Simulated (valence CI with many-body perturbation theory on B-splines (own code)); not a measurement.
**Ta II: calculation against measured levels**

Calculated by valence CI with perturbative core correlation (CI+MBPT): four valence electrons over a frozen Dirac-Fock core [Xe] 4f14, radial functions for each j: 9 s, 9 p, 10 d, 8 f, 5 g, 3 h, 1 i, with the one-electron correlation potential Σ1 (screened to all orders), the two-electron term Σ2, the three-electron term Σ3, Breit, model QED; selected single and double excitations, second order for the rest, scaled by the run's own slope (own B-spline code, finite nucleus).

Against 11 measured levels this calculation errs by 281 cm⁻¹ on average and by 824 at most. These come from a selection out of the NIST Handbook of Basic Atomic Spectroscopic Data. Levels without a partner in it may be off by more, other configurations by 1,000 to 4,000 cm⁻¹. Among the levels kept, up to 460 cm⁻¹ of a level comes from second order outside the variational space, and about a tenth of that is noise between levels of different J, which matters for small intervals. 2 measured levels below the end of the list, from 4125 cm⁻¹ on, found no clear computed partner.

Measured levels: NIST Handbook of Basic Atomic Spectroscopic Data (Sansonetti and Martin, J. Phys. Chem. Ref. Data 34, 1559 (2005)). Pairs share parity and J, and are chosen by configuration, term and nearness in energy; levels without a clear partner are left out. Energies in cm⁻¹ above the measured ground level. The last column is blank where CI alone has no clear partner.

Names give the largest LS component (configuration and term), which can be under half, so a name can repeat, a term be missing and a line seem to break the LS rules; names also repeat where a configuration has a term twice. Letters in brackets count levels of one name in rising energy.

```csv
Computed label,Label in the source,Measured,Computed,Difference,"CI alone, difference"
5d3.6s 5F_1,5d3(4F) 6s 5F,0,0.0,0,0
5d3.6s 5F_2,5d3(4F) 6s 5F,1031.4,1023.1,-8,-247
5d3.6s 5F_3,5d3(4F) 6s 5F,2642.3,2599.9,-42,-624
5d2.6s2 3F_2,5d2 6s2 3F,3180.0,4003.6,+824,-5704
5d3.6s 5F_4,5d3(4F) 6s 5F,4415.8,4363.7,-52,
5d3.6s 3P_2 [a],5d2 6s2 3P,5657.9,6064.3,+406,-3259
5d3.6s 5F_5,5d3(4F) 6s 5F,6186.8,6142.5,-44,-1358
5d2.6s2 3F_3,5d2 6s2 3F,6831.3,7542.0,+711,-6303
5d3.6s 3F_2 [a],5d3(4F) 6s 3F,9690.5,9780.5,+90,
5d2.6s2 3F_4,5d2 6s2 3F,9746.3,10318.0,+572,
5d3.6s 3F_3 [a],5d3(4F) 6s 3F,14581.1,14710.5,+129,-1716
5d3.6s 3F_4,5d3(4F) 6s 3F,18493.7,18283.0,-211,
```

Over 11 excited levels the mean absolute difference is 281 cm⁻¹, the median 129 and the largest 824. For the 7 levels that pair on every rung the mean is CI alone 2744, + Σ1 1333, + Σ2 281, + Σ3 263, + Breit 271, + QED 309. The comparison draws on a selection of the measured levels: 12 of the 63 computed ones have a partner in it, and others may be off by more.

These 2 measured levels below the end of the computed list are not counted above. Beside each stands the unpaired computed level of its name, or else the nearest of its J and parity; the gap is either an error of the method or a doubtful assignment.

| Label in the source | J | Measured | Unpaired level | Computed |
| --- | --- | --- | --- | --- |
| 5d2 6s2 3P | 0 | 4125 | 5d3.6s 3P_0 [a] | 4343 |
| 5d2 6s2 3P | 1 | 5331 | 5d3.6s 3P_1 [a] | 5615 |
